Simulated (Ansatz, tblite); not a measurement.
Removing and adding an electron: Hg₃Te₃H₁₂. Charge 0, multiplicity 1. Geometry: r2SCAN-D4/def2-SVP. Ansatz, gas phase; energy differences of separate SCF runs; the oxidised species was run as a doublet alone; the reduced species was run as a doublet alone.

Cartesian coordinates in Å:
```
Te 1.5957 -1.7001 1.1899
Hg 2.2304 1.2063 3.3192
Te -0.2356 2.4411 0.9144
Hg 0.3699 -3.9025 -1.4644
Te -1.3849 -0.7520 -2.0870
Hg -2.5510 2.7131 -1.9062
H 3.1989 -2.1190 1.0357
H 1.4129 -2.7903 2.4340
H 1.0384 0.7459 4.3757
H 3.4679 1.6911 2.3271
H -1.2240 3.1811 2.0303
H 0.5543 3.8790 0.6352
H -0.8664 -4.4351 -0.4961
H 1.6136 -3.4454 -2.4615
H -2.8939 -1.4326 -2.2585
H -1.1753 -0.7592 -3.7378
H -1.3254 3.2082 -2.9075
H -3.8259 2.2707 -0.9425
```

In the def2 sets Hg, Te take a core potential; there is no spin–orbit coupling. The xTB rows come from tblite. In the singlet geometry the species has come apart into loosely held pieces. In the doublet geometry the species has come apart into loosely held pieces.

```tsv
level	−HOMO (eV)	vertical IE (eV)	−LUMO (eV)	vertical EA (eV)	HOMO–LUMO gap (eV)	IE − EA (eV)	remarks
GFN1-xTB	11.60	13.55	6.54	4.58	5.06	8.97	–
GFN2-xTB	11.23	13.24	6.91	4.87	4.32	8.37	–
HF/def2-SVP	–	8.10	–	-1.24	–	9.34	HOMO above zero (-1 doublet)
PBE-D4/def2-SVP	5.86	–	2.22	0.51	3.64	–	HOMO above zero (-1 doublet)
PBE0-D4/def2-SVP	6.88	8.23	1.42	0.23	5.46	8.00	HOMO above zero (-1 doublet)
```

Run but left out: PBE-D4/def2-SVP (charge +1 doublet: an occupied level 0.08 eV above an empty one).   A HOMO above zero means that the electron is unbound at that level or that self-interaction error raises the level; the energy of removing that electron tells which. Raw xTB energy differences between charge states are shifted by several eV; the methods need an empirical correction for them. Sets without diffuse functions give affinities that are too small. A negative affinity means that the extra electron isn't bound; its size then hangs on the basis.
